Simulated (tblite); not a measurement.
Compound: C12H10O3Si.
Numbering: `[SiH3:1][c:2]1[cH:3][c:4](-[c:5]2[cH:6][cH:7][cH:8][o:9]2)[o:10][c:11]1-[c:12]1[cH:13][cH:14][cH:15][o:16]1` (hydrogens: H17, H18, H19 on Si1; H20 on C3; H21 on C6; H22 on C7; H23 on C8; H24 on C13; H25 on C14; H26 on C15)

Computed with GFN2-xTB (tblite), gas phase: L-BFGS steps from a force-field or distance-geometry start until the largest atomic force falls under 0.01 eV/Å.

Step 16: E = -1216.6946 eV
```
atom  x, y, z in Å  |  force x, y, z in eV/Å
Si1    -1.7551   -2.8738   -0.5060   -0.032  -0.022  -0.008
C2     -0.5771   -1.4469   -0.2406   -0.024   0.002  -0.002
C3      0.8326   -1.5315   -0.1887    0.003   0.013   0.007
C4      1.3081   -0.2616    0.0218    0.018   0.031  -0.002
C5      2.6497    0.2228    0.1554    0.008  -0.005   0.001
C6      3.1490    1.4861    0.3638    0.007  -0.005   0.001
C7      4.5538    1.3460    0.4095   -0.003   0.001   0.001
C8      4.8056    0.0203    0.2272    0.029   0.017   0.006
O9      3.6631   -0.6686    0.0728    0.028   0.013   0.000
O10     0.2775    0.6129    0.1030    0.010   0.005   0.007
C11    -0.8592   -0.1078   -0.0555   -0.001   0.005   0.001
C12    -2.1046    0.5953   -0.0079    0.004  -0.007  -0.009
C13    -2.3650    1.9334    0.1765    0.001  -0.014   0.000
C14    -3.7693    2.0684    0.1324    0.020  -0.025  -0.001
C15    -4.2596    0.8143   -0.0746    0.001  -0.005   0.004
O16    -3.2623   -0.0843   -0.1611   -0.002  -0.014   0.000
H17    -0.9152   -4.0697   -0.6467   -0.031   0.017   0.003
H18    -2.6347   -3.0303    0.6527   -0.015   0.034  -0.001
H19    -2.5256   -2.6751   -1.7339   -0.017   0.033   0.010
H20     1.4224   -2.4189   -0.2927    0.007   0.015   0.003
H21     2.5785    2.3863    0.4689    0.008  -0.032  -0.005
H22     5.2760    2.1235    0.5579   -0.026  -0.017  -0.005
H23     5.7189   -0.5389    0.1887    0.016   0.006   0.001
H24    -1.6353    2.7025    0.3227   -0.013   0.005   0.001
H25    -4.3327    2.9736    0.2407    0.011  -0.039  -0.007
H26    -5.2605    0.4445   -0.1731   -0.005  -0.010  -0.005
```

Step 17: E = -1216.6950 eV
```
atom  x, y, z in Å  |  force x, y, z in eV/Å
Si1    -1.7573   -2.8728   -0.5059   -0.007  -0.014  -0.010
C2     -0.5768   -1.4464   -0.2407   -0.024   0.002   0.000
C3      0.8332   -1.5314   -0.1886   -0.012   0.026   0.007
C4      1.3082   -0.2608    0.0216    0.021   0.012   0.002
C5      2.6500    0.2224    0.1557    0.021   0.002  -0.004
C6      3.1494    1.4856    0.3636    0.006  -0.003   0.004
C7      4.5542    1.3464    0.4096   -0.003   0.001   0.001
C8      4.8064    0.0206    0.2274    0.024   0.013   0.003
O9      3.6638   -0.6684    0.0726    0.030   0.006   0.004
O10     0.2779    0.6142    0.1035    0.010  -0.021  -0.001
C11    -0.8587   -0.1069   -0.0553    0.001  -0.013  -0.002
C12    -2.1047    0.5951   -0.0083    0.021  -0.018  -0.004
C13    -2.3656    1.9330    0.1764    0.026  -0.013  -0.001
C14    -3.7697    2.0671    0.1323    0.024  -0.017   0.000
C15    -4.2589    0.8128   -0.0746   -0.004  -0.003   0.004
O16    -3.2618   -0.0855   -0.1611    0.014  -0.005  -0.001
H17    -0.9168   -4.0695   -0.6466   -0.043   0.030   0.004
H18    -2.6368   -3.0278    0.6530   -0.014   0.033  -0.002
H19    -2.5278   -2.6725   -1.7338   -0.014   0.030   0.015
H20     1.4239   -2.4190   -0.2925   -0.005   0.032   0.004
H21     2.5776    2.3847    0.4686    0.008  -0.020  -0.003
H22     5.2752    2.1252    0.5582   -0.028  -0.027  -0.007
H23     5.7193   -0.5399    0.1885    0.011   0.016   0.003
H24    -1.6349    2.7016    0.3226   -0.025   0.001  -0.001
H25    -4.3318    2.9727    0.2405   -0.003  -0.035  -0.007
H26    -5.2586    0.4420   -0.1735   -0.035  -0.015  -0.006
```

Step 18: E = -1216.6956 eV
```
atom  x, y, z in Å  |  force x, y, z in eV/Å
Si1    -1.7605   -2.8715   -0.5059    0.020   0.012  -0.006
C2     -0.5767   -1.4458   -0.2408   -0.015  -0.004   0.001
C3      0.8339   -1.5308   -0.1884   -0.021   0.024   0.003
C4      1.3086   -0.2598    0.0214    0.021  -0.011   0.007
C5      2.6507    0.2220    0.1559    0.028  -0.002  -0.011
C6      3.1500    1.4850    0.3634    0.005   0.002   0.007
C7      4.5547    1.3469    0.4097   -0.004  -0.009   0.000
C8      4.8078    0.0211    0.2277    0.011   0.013  -0.001
O9      3.6651   -0.6680    0.0725    0.028  -0.007   0.007
O10     0.2786    0.6156    0.1043    0.005  -0.042  -0.010
C11    -0.8579   -0.1059   -0.0551    0.008  -0.030  -0.005
C12    -2.1043    0.5945   -0.0089    0.027  -0.007   0.005
C13    -2.3659    1.9324    0.1764    0.030  -0.038  -0.007
C14    -3.7698    2.0650    0.1321    0.033  -0.009   0.001
C15    -4.2578    0.8104   -0.0746   -0.009  -0.007   0.002
O16    -3.2605   -0.0873   -0.1612    0.026   0.002  -0.002
H17    -0.9198   -4.0686   -0.6465   -0.051   0.034   0.004
H18    -2.6401   -3.0236    0.6535   -0.012   0.030  -0.004
H19    -2.5312   -2.6683   -1.7333   -0.011   0.027   0.017
H20     1.4256   -2.4184   -0.2921   -0.019   0.049   0.005
H21     2.5766    2.3824    0.4682    0.004   0.002   0.000
H22     5.2737    2.1271    0.5584   -0.015  -0.024  -0.005
H23     5.7198   -0.5410    0.1883    0.012   0.026   0.004
H24    -1.6348    2.7004    0.3224   -0.024   0.009   0.000
H25    -4.3306    2.9708    0.2402   -0.022  -0.024  -0.005
H26    -5.2563    0.4381   -0.1742   -0.057  -0.016  -0.006
```

Step 19: E = -1216.6964 eV
```
atom  x, y, z in Å  |  force x, y, z in eV/Å
Si1    -1.7648   -2.8693   -0.5059    0.038   0.049   0.003
C2     -0.5768   -1.4452   -0.2410    0.009  -0.014   0.003
C3      0.8344   -1.5297   -0.1882   -0.028   0.024  -0.001
C4      1.3096   -0.2584    0.0213    0.011  -0.046   0.010
C5      2.6522    0.2214    0.1561    0.030  -0.009  -0.017
C6      3.1509    1.4841    0.3633   -0.007   0.007   0.009
C7      4.5553    1.3474    0.4099    0.001  -0.005   0.000
C8      4.8099    0.0220    0.2280    0.000  -0.005  -0.007
O9      3.6673   -0.6676    0.0723    0.019  -0.024   0.008
O10     0.2797    0.6170    0.1051    0.002  -0.053  -0.018
C11    -0.8565   -0.1051   -0.0548    0.011  -0.036  -0.007
C12    -2.1031    0.5937   -0.0096    0.033  -0.021   0.012
C13    -2.3657    1.9307    0.1762    0.043  -0.024  -0.006
C14    -3.7692    2.0616    0.1319    0.017   0.001   0.001
C15    -4.2563    0.8068   -0.0746   -0.016  -0.015  -0.003
O16    -3.2582   -0.0900   -0.1613    0.029   0.006  -0.004
H17    -0.9251   -4.0667   -0.6463   -0.053   0.029   0.003
H18    -2.6450   -3.0170    0.6540   -0.006   0.027  -0.008
H19    -2.5364   -2.6617   -1.7324   -0.007   0.022   0.018
H20     1.4277   -2.4166   -0.2915   -0.027   0.050   0.004
H21     2.5752    2.3793    0.4676    0.000   0.029   0.004
H22     5.2713    2.1295    0.5586    0.007  -0.014  -0.003
H23     5.7207   -0.5420    0.1881    0.016   0.038   0.007
H24    -1.6350    2.6990    0.3222   -0.025   0.011   0.000
H25    -4.3292    2.9675    0.2396   -0.037  -0.016  -0.003
H26    -5.2537    0.4322   -0.1754   -0.062  -0.010  -0.003
```

Problem. Estimate the geometry and energy of step 20. (The exact step hangs on the optimiser's Hessian estimate; all steps are aligned on step 19, rigid shifts and turns removed.)

Solution. E = -1216.6974 eV, largest force 0.090 eV/Å
```
atom  x, y, z in Å  |  force x, y, z in eV/Å
Si1    -1.7700   -2.8656   -0.5059    0.038   0.080   0.013
C2     -0.5767   -1.4447   -0.2412    0.032  -0.017   0.005
C3      0.8346   -1.5281   -0.1878   -0.018  -0.009  -0.008
C4      1.3112   -0.2575    0.0213    0.005  -0.059   0.014
C5      2.6544    0.2204    0.1560    0.020  -0.015  -0.019
C6      3.1519    1.4830    0.3633   -0.011   0.001   0.007
C7      4.5560    1.3480    0.4101   -0.004  -0.015  -0.002
C8      4.8126    0.0230    0.2284   -0.019  -0.005  -0.009
O9      3.6705   -0.6674    0.0723    0.005  -0.036   0.007
O10     0.2812    0.6179    0.1059    0.002  -0.046  -0.022
C11    -0.8546   -0.1047   -0.0546    0.021  -0.042  -0.008
C12    -2.1010    0.5919   -0.0103    0.015  -0.003   0.020
C13    -2.3647    1.9284    0.1759    0.018  -0.032  -0.009
C14    -3.7683    2.0571    0.1317    0.006  -0.001  -0.002
C15    -4.2546    0.8018   -0.0747   -0.013  -0.018  -0.008
O16    -3.2548   -0.0933   -0.1616    0.018   0.002  -0.006
H17    -0.9330   -4.0638   -0.6460   -0.049   0.016   0.000
H18    -2.6514   -3.0080    0.6545    0.003   0.023  -0.015
H19    -2.5431   -2.6528   -1.7308    0.000   0.017   0.020
H20     1.4298   -2.4135   -0.2907   -0.028   0.033   0.000
H21     2.5733    2.3758    0.4669   -0.003   0.055   0.008
H22     5.2684    2.1322    0.5588    0.038   0.003   0.002
H23     5.7222   -0.5425    0.1880    0.029   0.046   0.009
H24    -1.6358    2.6975    0.3219   -0.010   0.025   0.003
H25    -4.3280    2.9629    0.2388   -0.049  -0.007   0.000
H26    -5.2514    0.4245   -0.1769   -0.046   0.003   0.002
```

The energy changes by -0.0010 eV. The first-order estimate −F·Δx gives -0.0013 eV and the mean of the old and new forces, exact on a quadratic surface, -0.0010 eV. The step makes an angle of 74° with the force vector and moves no atom by more than 0.011 Å.

What follows is the cost of the whole relaxation. The run took 0.76 s on one thread, Arm Neoverse V2 (aarch64), no GPU, shared host.
